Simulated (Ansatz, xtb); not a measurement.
C4H5BBrN: which of two isomers lies lower

We compare I, `NC1=CB(Br)C=C1`, a singlet, with II, `NB1C=CC=C1Br`, a singlet. Both are isolated molecules in the gas phase, relaxed with PBE0-D3(BJ)/def2-SVP; the shapes shown needn't be the lowest conformers.

I (Å):

```csv
atom,x (Å),y (Å),z (Å)
C,-0.6648,0.4489,-0.1491
C,-0.3825,-0.1167,-1.3715
C,1.6308,0.0586,0.1173
C,0.5516,0.5499,0.7385
B,1.0984,-0.4163,-1.3160
Br,2.2012,-1.2117,-2.6644
N,-1.8372,0.8992,0.3237
H,-2.6757,0.8506,-0.2379
H,-1.9096,1.2969,1.2486
H,-1.1262,-0.2762,-2.1514
H,2.6301,0.0208,0.5537
H,0.4960,0.9771,1.7457
```

II (Å):

| atom | x (Å) | y (Å) | z (Å) |
| --- | --- | --- | --- |
| C | 0.1897 | 0.4883 | 1.0655 |
| C | 1.4338 | 0.1748 | 0.6480 |
| C | 1.5089 | -0.1396 | -0.8107 |
| C | 0.2914 | -0.0324 | -1.3704 |
| B | -0.7226 | 0.3904 | -0.2189 |
| Br | -0.1264 | -0.3274 | -3.1717 |
| N | -2.0788 | 0.6038 | -0.3862 |
| H | -2.7046 | 0.8723 | 0.3614 |
| H | -2.5249 | 0.4989 | -1.2904 |
| H | -0.0464 | 0.7447 | 2.1000 |
| H | 2.3299 | 0.1405 | 1.2765 |
| H | 2.4383 | -0.4138 | -1.3163 |

Estimate E(II) − E(I) at the level CCSD(T)/def2-SVP + ΔMP2/def2-TZVPP.

Calculated at CCSD(T)/def2-SVP + ΔMP2/def2-TZVPP: E(II) − E(I) = −3.6 kcal/mol, so structure II lies lower.

The same difference at several levels:

```tsv
level	geometry	E(II) − E(I) (kcal/mol)	departure from the last row (kcal/mol)	job, with rough time for the two
GFN2-xTB	GFN2-xTB	+7.0	+10.6	optimisation, 2.7 s
HF/STO-3G	GFN2-xTB	−10.2	−6.7	single point, 6.4 s
r2SCAN-D4/def2-SVP	GFN2-xTB	+1.6	+5.2	single point, 18 s
PBE0-D3(BJ)/def2-SVP	PBE0-D3(BJ)/def2-SVP	+2.0	+5.6	optimisation, 4.2 min
HF/def2-SVP	PBE0-D3(BJ)/def2-SVP	+2.1	+5.7	part of the CCSD(T) run
MP2/def2-SVP	PBE0-D3(BJ)/def2-SVP	−0.5	+3.0	part of the CCSD(T) run
CCSD(T)/def2-SVP	PBE0-D3(BJ)/def2-SVP	−1.7	+1.8	single point
CCSD(T)/def2-SVP + ΔMP2/def2-TZVPP	PBE0-D3(BJ)/def2-SVP	−3.6		single point, 6 min
```

As drawn, II has 1 B–N, 1 C–Br in place of 1 C–N, 1 B–Br.

GFN2-xTB, r2SCAN-D4/def2-SVP, PBE0-D3(BJ)/def2-SVP, HF/def2-SVP put the two in the other order. The largest departure from CCSD(T)/def2-SVP + ΔMP2/def2-TZVPP is that of GFN2-xTB, 10.6 kcal/mol. The last row adds to CCSD(T) the change of the MP2 difference between the two basis sets, here −1.8 kcal/mol.

With thermal terms from frequencies at re-optimised GFN2-xTB minima (ideal gas, soft modes damped towards free rotors, one conformer each, 298.15 K, 1 atm): the zero-point term adds +0.5 kcal/mol; ΔH is −3.4 and ΔG −2.7 kcal/mol.

The correlated steps freeze 15 core orbitals; the filled d shell of Br is correlated, in a basis made for valence electrons. Programs: Ansatz 0.2.0, xtb 6.7.1; the last row on 2 threads of Intel(R) Xeon(R) Processor @ 2.50GHz (Skylake/Cascade Lake) on a shared host.
